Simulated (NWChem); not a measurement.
System: AlHSF2; SMILES [SH][Al]([F])[F]

Excerpt of the output:

```
             Northwest Computational Chemistry Package (NWChem) 7.3.0
             --------------------------------------------------------

 CS  symmetry detected

                             Geometry "geometry" -> ""
                             -------------------------

 Output coordinates in angstroms (scale by  1.889725989 to convert to a.u.)

  No.       Tag          Charge          X              Y              Z
 ---- ---------------- ---------- -------------- -------------- --------------
    1 Al                  13.0000    -0.01480155     0.45914217     0.00000000
    2 F                    9.0000    -1.41977422     1.31761267     0.00000000
    3 F                    9.0000     1.42051190     1.27021864     0.00000000
    4 S                   16.0000    -0.06831478    -1.71407085     0.00000000
    5 H                    1.0000     1.27881769    -1.83419660     0.00000000

 Effective nuclear repulsion energy (a.u.)     198.2392974996

      Symmetry information
      --------------------

 Group name             Cs
 Group number              2
 Group order               2
 No. of unique centers     5

                                 NWChem DFT Module
                                 -----------------

 Summary of "ao basis" -> "ao basis" (spherical)
 ------------------------------------------------------------------------------
       Tag                 Description            Shells   Functions and Types
 ---------------- ------------------------------  ------  ---------------------
 Al                          6-31g*                  8       18   4s3p1d
 F                           6-31g*                  6       14   3s2p1d
 S                           6-31g*                  8       18   4s3p1d
 H                           6-31g*                  2        2   2s

      Symmetry analysis of basis
      --------------------------

        a'         48
        a"         18

            General Information
            -------------------
          SCF calculation type: DFT
          Wavefunction type:  closed shell.
          No. of atoms     :     5
          No. of electrons :    48
           Alpha electrons :    24
            Beta electrons :    24
          Charge           :     0
          Spin multiplicity:     1
          Use of symmetry is: on ; symmetry adaption is: on
          Maximum number of iterations: 150
          AO basis - number of functions:    66
                     number of shells:    30
          Convergence on energy requested:  1.00D-06
          Convergence on density requested:  1.00D-05
          Convergence on gradient requested:  5.00D-04

              XC Information
              --------------
                       M06-2X Method XC Functional
                     Hartree-Fock (Exact) Exchange  0.540
                        M06-2X Exchange Functional  1.000
                      M06-2X Correlation Potential  1.000

             Grid Information
             ----------------
          Grid used for XC integration:  medium
          Radial quadrature: Mura-Knowles
          Angular quadrature: Lebedev.
          Tag              B.-S. Rad. Rad. Pts. Rad. Cut. Ang. Pts.
          ---              ---------- --------- --------- ---------
          Al                  1.25       88           8.0       590
          F                   0.50       49          10.0       434
          S                   1.00       88          10.0       590
          H                   0.35       45          10.0       434
          Grid pruning is: on
          Number of quadrature shells:   319
          Spatial weights used:  Erf1

      Superposition of Atomic Density Guess
      -------------------------------------

 Sum of atomic energies:        -838.55722824

      Non-variational initial energy
      ------------------------------

 Total energy =    -838.947597
 1-e energy   =   -1559.624071
 2-e energy   =     522.437177
 HOMO         =      -0.343738
 LUMO         =      -0.044790

      Symmetry analysis of molecular orbitals - initial
      -------------------------------------------------

  Numbering of irreducible representations:

     1 a'          2 a"

  Orbital symmetries:

     1 a'          2 a'          3 a'          4 a'          5 a'
     6 a'          7 a'          8 a"          9 a'         10 a'
    11 a'         12 a"         13 a'         14 a'         15 a'
    16 a'         17 a'         18 a'         19 a"         20 a"
    21 a'         22 a'         23 a'         24 a"         25 a'
    26 a"         27 a'         28 a'         29 a'         30 a'
    31 a"         32 a'         33 a'         34 a'

     ---------------------------------------------
      Total Density - Mulliken Population Analysis
     ---------------------------------------------

    Atom       Charge   Shell Charges
 -----------   ------   -------------------------------------------------------
    1 Al  13    11.34   2.00  2.00  5.97  0.54  0.48  0.10  0.09  0.16
    2 F    9     9.72   2.00  0.95  3.51  1.02  2.23  0.01
    3 F    9     9.72   2.00  0.95  3.51  1.02  2.23  0.01
    4 S   16    16.49   2.00  2.00  5.98  1.32  3.10  0.53  1.55  0.02
    5 H    1     0.73   0.39  0.34

   convergence    iter        energy       DeltaE   RMS-Dens  Diis-err
 ---------------- ----- ----------------- --------- --------- ---------
 d= 0,ls=0.0,diis     1   -840.8388419336 -1.04D+03  1.77D-02  8.96D-01
 d= 0,ls=0.0,diis     2   -840.8410939579 -2.25D-03  7.39D-03  1.29D+00
 d= 0,ls=0.0,diis     3   -840.9435050284 -1.02D-01  8.83D-04  2.96D-03
 d= 0,ls=0.0,diis     4   -840.9439333836 -4.28D-04  3.56D-04  4.12D-04
 d= 0,ls=0.0,diis     5   -840.9440038271 -7.04D-05  1.03D-04  2.37D-05
  Resetting Diis
 d= 0,ls=0.0,diis     6   -840.9440085991 -4.77D-06  3.07D-05  3.06D-06
 d= 0,ls=0.0,diis     7   -840.9440092264 -6.27D-07  8.58D-06  2.22D-07

         Total DFT energy =     -840.944009226374
      One electron energy =    -1562.390853474928
           Coulomb energy =      588.943397743791
    Exchange-Corr. energy =      -65.735850994885
 Nuclear repulsion energy =      198.239297499648

 Numeric. integr. density =       48.000005926931

                  Occupations of the irreducible representations
                  ----------------------------------------------

                     irrep           alpha         beta
                     --------     --------     --------
                     a'               19.0         19.0
                     a"                5.0          5.0

                       DFT Final Molecular Orbital Analysis
                       ------------------------------------

 Vector   22  Occ=2.000000D+00  E=-4.813741D-01  Symmetry=a'
              MO Center= -1.5D-01, -5.5D-01,  4.9D-15, r^2= 3.9D+00
   Bfn.  Coefficient  Atom+Function         Bfn.  Coefficient  Atom+Function
  ----- ------------  ---------------      ----- ------------  ---------------
    53      0.406993  4 S  px                22     -0.339612  2 F  py
    26     -0.248989  2 F  py                66      0.226691  5 H  s
    65      0.225032  5 H  s                 52     -0.166339  4 S  s
    56     -0.164678  4 S  s                 49     -0.157918  4 S  px
    54     -0.156309  4 S  py                35     -0.141297  3 F  px

 Vector   23  Occ=2.000000D+00  E=-3.988241D-01  Symmetry=a'
              MO Center= -4.9D-02, -1.4D+00, -2.3D-15, r^2= 2.2D+00
   Bfn.  Coefficient  Atom+Function         Bfn.  Coefficient  Atom+Function
  ----- ------------  ---------------      ----- ------------  ---------------
    54      0.550284  4 S  py                58      0.243553  4 S  py
     8     -0.232152  1 Al py                53      0.216527  4 S  px
    50     -0.211989  4 S  py                52     -0.207053  4 S  s
     6      0.196585  1 Al s                 56     -0.163101  4 S  s
    36      0.144406  3 F  py                40      0.107696  3 F  py

 Vector   24  Occ=2.000000D+00  E=-3.440652D-01  Symmetry=a"
              MO Center= -5.3D-02, -1.6D+00,  2.2D-16, r^2= 1.7D+00
   Bfn.  Coefficient  Atom+Function         Bfn.  Coefficient  Atom+Function
  ----- ------------  ---------------      ----- ------------  ---------------
    55      0.662517  4 S  pz                59      0.409110  4 S  pz
    51     -0.250723  4 S  pz                 9      0.115227  1 Al pz
    15     -0.062742  1 Al d -1              23     -0.049352  2 F  pz
    37     -0.048763  3 F  pz                 5     -0.044965  1 Al pz
    27     -0.042657  2 F  pz                41     -0.042543  3 F  pz

 Vector   25  Occ=0.000000D+00  E=-1.672282D-02  Symmetry=a'
              MO Center=  5.1D-02,  2.4D-01,  2.6D-14, r^2= 4.7D+00
   Bfn.  Coefficient  Atom+Function         Bfn.  Coefficient  Atom+Function
  ----- ------------  ---------------      ----- ------------  ---------------
    10      1.278817  1 Al s                 56     -0.448472  4 S  s
    58     -0.405065  4 S  py                54     -0.266759  4 S  py
    38     -0.256739  3 F  s                 24     -0.240713  2 F  s
    52     -0.201766  4 S  s                  2     -0.199998  1 Al s
     6      0.162660  1 Al s                 16      0.146778  1 Al d  0

 Vector   26  Occ=0.000000D+00  E= 9.350650D-03  Symmetry=a"
              MO Center= -1.3D-02,  4.1D-01, -4.3D-14, r^2= 4.5D+00
   Bfn.  Coefficient  Atom+Function         Bfn.  Coefficient  Atom+Function
  ----- ------------  ---------------      ----- ------------  ---------------
    13      0.714831  1 Al pz                 9      0.485710  1 Al pz
    59     -0.273363  4 S  pz                55     -0.227819  4 S  pz
    27     -0.179100  2 F  pz                41     -0.179072  3 F  pz
    37     -0.166703  3 F  pz                 5     -0.165704  1 Al pz
    23     -0.166331  2 F  pz                51      0.082503  4 S  pz

 Vector   27  Occ=0.000000D+00  E= 5.001459D-02  Symmetry=a'
              MO Center=  1.5D-01, -1.3D+00,  2.7D-15, r^2= 4.3D+00
   Bfn.  Coefficient  Atom+Function         Bfn.  Coefficient  Atom+Function
  ----- ------------  ---------------      ----- ------------  ---------------
    66      1.248482  5 H  s                 56     -0.932846  4 S  s
    57     -0.779934  4 S  px                12     -0.461779  1 Al py
    10      0.325694  1 Al s                  6     -0.315151  1 Al s
    53     -0.309873  4 S  px                11     -0.256405  1 Al px
    65      0.214586  5 H  s                 52     -0.175953  4 S  s

     ---------------------------------------------
      Total Density - Mulliken Population Analysis
     ---------------------------------------------

    Atom       Charge   Shell Charges
 -----------   ------   -------------------------------------------------------
    1 Al  13    11.90   2.00  2.00  5.97  0.60  0.89 -0.00  0.13  0.32
    2 F    9     9.46   2.00  0.91  3.29  1.05  2.20  0.01
    3 F    9     9.46   2.00  0.91  3.29  1.05  2.20  0.01
    4 S   16    16.31   2.00  2.00  5.97  1.34  3.07  0.52  1.36  0.04
    5 H    1     0.87   0.49  0.38

     -------------------------------------------
      Total Density - Lowdin Population Analysis
     -------------------------------------------

    Atom       Charge   Shell Charges
 -----------   ------   -------------------------------------------------------
    1 Al  13    12.46   2.00  1.97  5.89  0.46  0.99  0.18  0.39  0.59
    2 F    9     9.24   1.99  0.91  3.17  0.84  2.32  0.01
    3 F    9     9.25   1.99  0.91  3.17  0.84  2.32  0.01
    4 S   16    16.19   2.00  1.99  5.90  1.08  2.80  0.58  1.79  0.05
    5 H    1     0.86   0.47  0.39

     Multipole analysis of the density
     ---------------------------------

     L   x y z        total         alpha         beta         nuclear
     -   - - -        -----         -----         ----         -------
     0   0 0 0     -0.000000    -24.000000    -24.000000     48.000000

     1   1 0 0      0.390831      0.195415      0.195415     -0.000000
     1   0 1 0     -0.281477     -0.140739     -0.140739     -0.000000
     1   0 0 1      0.000000      0.000000      0.000000      0.000000

     2   2 0 0    -28.003827    -81.879649    -81.879649    135.755472
     2   1 1 0     -1.802378      1.165699      1.165699     -4.133777
     2   1 0 1      0.000000      0.000000      0.000000      0.000000
     2   0 2 0    -29.109636   -163.217290   -163.217290    297.324944
     2   0 1 1      0.000000      0.000000      0.000000      0.000000
     2   0 0 2    -23.989004    -11.994502    -11.994502      0.000000

            General Information
            -------------------
          SCF calculation type: DFT
          Wavefunction type:  closed shell.
          No. of atoms     :     5
          No. of electrons :    48
           Alpha electrons :    24
            Beta electrons :    24
          Charge           :     0
          Spin multiplicity:     1
          Use of symmetry is: on ; symmetry adaption is: on
          Maximum number of iterations: 150
          AO basis - number of functions:    66
                     number of shells:    30
          Convergence on energy requested:  1.00D-06
          Convergence on density requested:  1.00D-05
          Convergence on gradient requested:  5.00D-04

              XC Information
              --------------
                       M06-2X Method XC Functional
                     Hartree-Fock (Exact) Exchange  0.540
                        M06-2X Exchange Functional  1.000
                      M06-2X Correlation Potential  1.000

             Grid Information
             ----------------
          Grid used for XC integration:  medium
          Radial quadrature: Mura-Knowles
          Angular quadrature: Lebedev.
          Tag              B.-S. Rad. Rad. Pts. Rad. Cut. Ang. Pts.
          ---              ---------- --------- --------- ---------
          Al                  1.25       88           8.0       590
          F                   0.50       49          10.0       434
          S                   1.00       88          10.0       590
          H                   0.35       45          10.0       434
          Grid pruning is: on
          Number of quadrature shells:   319
          Spatial weights used:  Erf1

          Convergence Information
          -----------------------
          Convergence aids based upon iterative change in
          total energy or number of iterations.
          Levelshifting, if invoked, occurs when the
          HOMO/LUMO gap drops below (HL_TOL):  1.00D-02
          DIIS, if invoked, will attempt to extrapolate
          using up to (NFOCK): 10 stored Fock matrices.

                    Damping( 0%)  Levelshifting(0.5)       DIIS
                  --------------- ------------------- ---------------
          dE  on:    start            ASAP                start
          dE off:    2 iters        150 iters           150 iters

                            NWChem DFT Gradient Module
                            --------------------------

  charge          =   0.00
  wavefunction    = closed shell

  Using symmetry

                         DFT ENERGY GRADIENTS

    atom               coordinates                        gradient
                 x          y          z           x          y          z
   1 Al     -0.027971   0.867653   0.000000    0.000086  -0.000265   0.000000
   2 F      -2.682984   2.489927   0.000000   -0.004991   0.002856   0.000000
   3 F       2.684378   2.400365   0.000000    0.004916   0.002879   0.000000
   4 S      -0.129096  -3.239124   0.000000   -0.003206  -0.004724   0.000000
   5 H       2.416615  -3.466129   0.000000    0.003195  -0.000745   0.000000
```

Level: M06-2X/6-31G* (spherical d). All runs use the structure optimised with B3LYP/6-31G* (spherical d).

Question: Write an input that gives this output.

Answer: Several could match; the one computed here: the input that was run:
```
start job
memory heap 200 mb stack 900 mb global 1100 mb
geometry units angstroms noautoz
  Al     0.007011     0.477982     0.000000
  F     -1.358228     1.398331     0.000000
  F      1.477109     1.224160     0.000000
  S     -0.143487    -1.690674     0.000000
  H      1.196938    -1.870832     0.000000
end
basis spherical
  * library 6-31g*
end
dft
  xc m06-2x
  iterations 150
  mulliken
end
task dft gradient
```
